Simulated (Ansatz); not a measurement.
A nudged elastic band was laid between two geometries of BFGaH3 (6 atoms, charge 0, multiplicity 1).

Theory: RKS PBE0/def2-SVP in Ansatz.

| Quantity | Value |
| --- | --- |
| movable images | 7 |
| climbing image | yes |
| spring | 5.0 eV/Å² |
| optimiser | quadratic models (default) |
| start path | through a guess of the saddle point |
| force threshold | 0.05 eV/Å |
| iteration limit | 60 |
| end points | relaxed |

Image 0:

```xyz
6
Properties=species:S:1:pos:R:3
B -0.763 0.461 -0.706
Ga 0.628 -0.257 0.665
F 1.202 -1.897 0.334
H -1.951 0.298 -0.547
H -0.424 1.066 -1.696
H 1.309 0.330 1.950
```

Image 8:

```xyz
6
Properties=species:S:1:pos:R:3
B -0.435 0.759 -0.073
Ga 0.597 -1.023 0.113
F 1.455 -2.542 0.242
H -1.576 0.337 -0.007
H -0.035 1.108 -1.169
H -0.007 1.361 0.895
```

**Question.** What changes between the two ends?

**Answer.** Bonds broken: Ga2–H6. Bonds formed: B1–H6.

**Question.** What energy profile does the band end with?

**Answer.** The forces met the threshold. The highest image is number 4 of 0 to 8, 53.5 kJ/mol above the first end and 150.4 kJ/mol above the last; the last end lies 96.9 kJ/mol below the first. A vibrational analysis at the climbing image gives one clearly imaginary mode, 421i cm⁻¹: a first-order saddle point. The orbitals stay closed-shell, which can raise the energy where a bond breaks towards radicals; this wasn't checked here.

| image | path coordinate (Å) | energy (kJ/mol) | Ga2–H6 (Å) | B1–H6 (Å) |
| --- | --- | --- | --- | --- |
| 0 | 0.00 | 0.0 | 1.57 | 3.37 |
| 1 | 0.41 | 5.9 | 1.57 | 3.16 |
| 2 | 0.82 | 21.7 | 1.58 | 2.89 |
| 3 | 1.24 | 41.5 | 1.61 | 2.58 |
| 4 | 1.65 | 53.5 | 1.67 | 2.20 |
| 5 | 2.10 | 11.2 | 1.83 | 1.69 |
| 6 | 2.55 | -86.9 | 2.13 | 1.26 |
| 7 | 2.99 | -95.5 | 2.41 | 1.23 |
| 8 | 3.44 | -96.9 | 2.58 | 1.22 |

**Question.** What is the geometry of the highest image?

**Answer.** 
```xyz
6
Properties=species:S:1:pos:R:3
B -0.702 0.429 -0.648
Ga 0.568 -0.776 0.239
F 1.592 -2.095 0.722
H -1.793 0.518 -0.140
H -0.221 1.305 -1.323
H 0.555 0.619 1.150
```

**Question.** What are the harmonic wavenumbers there?

**Answer.** 421i, 140, 310, 527, 606, 662, 752, 816, 1076, 1665, 2592, 2722 cm⁻¹.

Run time: 3.2 min on 1 thread of Arm Neoverse V2, with other jobs on the host, peak memory 0.17 GiB.
